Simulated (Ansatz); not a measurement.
Gas-phase reaction (SMILES): O[Si](F)(F)F -> [O][Si](F)(F)F + H atom; the H-O bond at the site shown breaks (other sites are not compared here).

Geometries: B3LYP-D3(BJ)/def2-TZVP minima from Ansatz (a first-principles code), one conformer each, not searched for the lowest. Correlated levels leave the core frozen unless marked. UHF or UKS for open shells. Spin-orbit coupling is left out. Non-relativistic. CBS(X,Y): correlation extrapolated as X^-3; Hartree-Fock from the larger set. Thermal terms are rigid-rotor harmonic-oscillator values from B3LYP-D3(BJ) frequencies (Ansatz) at 298.15 K and 1 atm. 1 Eh = 627.5095 kcal/mol. Atoms have translation alone.

```json
[
 {"species": "O[Si](F)(F)F", "E, CCSD(T)/CBS(cc-pV(T+d)Z,cc-pV(Q+d)Z) (Ansatz) (Eh)": "-664.49289", "E, PBE-D3(BJ)/def2-TZVPD (Ansatz + dftd3) (Eh)": "-664.78860", "H - E (Eh)": "0.03005"},
 {"species": "[O][Si](F)(F)F", "E, CCSD(T)/CBS(cc-pV(T+d)Z,cc-pV(Q+d)Z) (Ansatz) (Eh)": "-663.77947", "E, PBE-D3(BJ)/def2-TZVPD (Ansatz + dftd3) (Eh)": "-664.08386", "H - E (Eh)": "0.01805"},
 {"species": "H atom", "E, CCSD(T)/CBS(cc-pV(T+d)Z,cc-pV(Q+d)Z) (Ansatz) (Eh)": "-0.49995", "E, PBE-D3(BJ)/def2-TZVPD (Ansatz + dftd3) (Eh)": "-0.49962", "H - E (Eh)": "0.00236"}
]
```

**Question.** Work out ΔE and ΔH at 298.15 K at the first level, then ΔH at the second.

**Answer.** 
1. ΔE = [(-663.77947) + (-0.49995)] - [(-664.49289)] = 0.21347 Eh = 134.0 kcal/mol at CCSD(T)/CBS(cc-pV(T+d)Z,cc-pV(Q+d)Z).
2. The terms H - E add up to -0.00964 Eh, so ΔH = (0.21347 + (-0.00964))×627.5095 = 127.9 kcal/mol.
3. At PBE-D3(BJ)/def2-TZVPD the same steps give ΔE = 128.7 and ΔH = 122.7 kcal/mol, a shift of -5.2 from the first level.
4. These values are not checked against measurement here, since the tables used lack a sound gas-phase enthalpy of formation for at least one species.
